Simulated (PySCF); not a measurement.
## Static response to an electric field

Species: C₄H₇FN₃ (charge +1).
SMILES with atom numbers: `[CH3:1][n:2]1[cH:3][c:4]([F:5])[n+:6]([CH3:7])[n:8]1` (hydrogens: H9, H10, H11 on C1; H12 on C3; H13, H14, H15 on C7)

Structure used (GFN2-xTB), in Å, numbered top down from 1:
```
atom  x, y, z in Å
C1     2.4270    0.3319    0.2045
N2     1.0595   -0.0569    0.0306
C3     0.5816   -1.2812   -0.2764
C4    -0.7865   -1.1162   -0.3052
F5    -1.7509   -1.9535   -0.5501
N6    -1.0259    0.1850   -0.0157
C7    -2.2923    0.8532    0.0793
N8     0.1043    0.8040    0.1815
H9     3.0401   -0.0726   -0.5999
H10    2.4781    1.4194    0.2038
H11    2.8069   -0.0417    1.1574
H12    1.1864   -2.1490   -0.4485
H13   -3.0904    0.1485   -0.1460
H14   -2.4213    1.2509    1.0863
H15   -2.3210    1.6863   -0.6235
```

Level: PBE0/def2-SVPD (PySCF), static field, nuclei fixed, core orbitals frozen in the response. The polarisability tensor in these axes (au):

```
x   82.76 -1.99  1.86
y   -1.99 64.48  4.98
z    1.86  4.98 44.13
```

Diagonalise the tensor; give its mean and Δα, where Δα² is half the sum of the squared differences of the eigenvalues.

Principal values 42.85, 65.50 and 83.02 au; mean 63.79 au = 9.45 Å³ = 10.52 × 10⁻⁴⁰ C²·m²/J; Δα = 34.88 au (55 % of the mean).

Give the eigenvalues of the traceless quadrupole moment Θ = ½Σq(3rr − r²1), origin at the centre of nuclear charge.

-14.35, -8.06, 22.41 D·Å. The values depend on the origin, since the species is charged. The electronic extent ⟨r²⟩ about the same centre is 910 bohr², a root-mean-square distance of 2.06 Å for the 60 electrons.

Rayleigh depolarisation ratio (linearly polarised light, static tensor)?

ρ = 3Δα²/(45ᾱ² + 4Δα²) = 3650.5/(183124 + 4867.4) = 0.0194.

Sum over states: ᾱ = Σ f/ω², ω in Eh. What share falls to these 8 lowest TDDFT singlets (eV, f)? 6.28, 0.0972; 6.85, 0.0081; 7.04, 0.1540; 8.18, 0.3696; 8.30, 0.0139; 8.63, 0.1981; 8.74, 0.0061; 8.84, 0.0081.

They add up to 10.60 au, 16.6 % of the 63.79 au; the largest single term is 4.09 au, from the state at 8.18 eV. Terms in order: 1.82, 0.13, 2.30, 4.09, 0.15, 1.97, 0.06, 0.08 au. Higher excitations give the rest. The strengths listed sum to 0.855.

Isolated species at its GFN2-xTB geometry, gas phase. GFN2-xTB frequencies show an imaginary mode (67i cm⁻¹), so this geometry is no minimum at that level.
